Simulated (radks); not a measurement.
Results of a calculation; reference values are marked as such.
Species: Os3+. Configuration: [Kr] 4d10 4f14 5p6 5d7 (not the ground configuration).

Level of theory: Dirac Kohn-Sham, BLYP, spin-unpolarised, spherical densities, point nucleus; open shells fill j = l - 1/2 first (a radial shooting solver on a logarithmic mesh with Libxc functionals).

Energy parts (eV):
part                       energy
total                  -470057.29
kinetic                 533712.53
electron-nucleus      -1175175.11
Hartree                 180670.10
exchange-correlation     -9264.81

Orbitals (lengths in bohr, moments of r in powers of bohr; r(max) is where P^2 peaks):
\begin{tabular}{lrrrrr}
orbital & occ. & eigenvalue (eV) & <r> & <r^4> & r(max) \\ \hline
1s1/2 & 2 & -73819.08 & 0.01773 & 5.118e-07 & 0.01102 \\
2s1/2 & 2 & -12879.46 & 0.07424 & 0.00007577 & 0.06358 \\
2p1/2 & 2 & -12331.72 & 0.06130 & 0.00004541 & 0.04709 \\
2p3/2 & 4 & -10799.68 & 0.06949 & 0.00006777 & 0.05414 \\
3s1/2 & 2 & -3026.878 & 0.1933 & 0.002782 & 0.1790 \\
3p1/2 & 2 & -2782.152 & 0.1835 & 0.002444 & 0.1674 \\
3p3/2 & 4 & -2448.069 & 0.1986 & 0.003286 & 0.1818 \\
3d3/2 & 4 & -2038.629 & 0.1734 & 0.002209 & 0.1421 \\
3d5/2 & 6 & -1966.268 & 0.1781 & 0.002417 & 0.1460 \\
4s1/2 & 2 & -669.6120 & 0.4316 & 0.06426 & 0.4052 \\
4p1/2 & 2 & -566.9708 & 0.4356 & 0.06955 & 0.4043 \\
4p3/2 & 4 & -488.4541 & 0.4691 & 0.09318 & 0.4344 \\
4d3/2 & 4 & -320.1349 & 0.4820 & 0.1159 & 0.4294 \\
4d5/2 & 6 & -305.5812 & 0.4933 & 0.1268 & 0.4389 \\
5s1/2 & 0 & -127.5830 & 0.9927 & 1.771 & 0.9080 \\
5p1/2 & 2 & -95.2345 & 1.076 & 2.550 & 0.9641 \\
4f5/2 & 6 & -92.2680 & 0.5472 & 0.2881 & 0.4028 \\
4f7/2 & 8 & -89.4325 & 0.5548 & 0.3057 & 0.4075 \\
5p3/2 & 4 & -82.1923 & 1.167 & 3.547 & 1.042 \\
5d3/2 & 4 & -38.5086 & 1.524 & 12.00 & 1.265 \\
5d5/2 & 3 & -37.0805 & 1.567 & 13.41 & 1.298 \\
6p1/2 & 0 & -24.2024 & 2.791 & 109.2 & 2.515 \\
6p3/2 & 0 & -22.4039 & 2.986 & 141.4 & 2.715 \\
\end{tabular}

The highest occupied level is 5d5/2 at -37.081 eV. The configuration is held as typed, so some empty levels lie below it. The density falls to 0.001 e/bohr^3 at r = 3.41 bohr. Summed over all electrons, <r^2> = 38.61 bohr^2, which gives a Langevin (diamagnetic) susceptibility term of -30.6 x 10^-6 cm^3/mol.
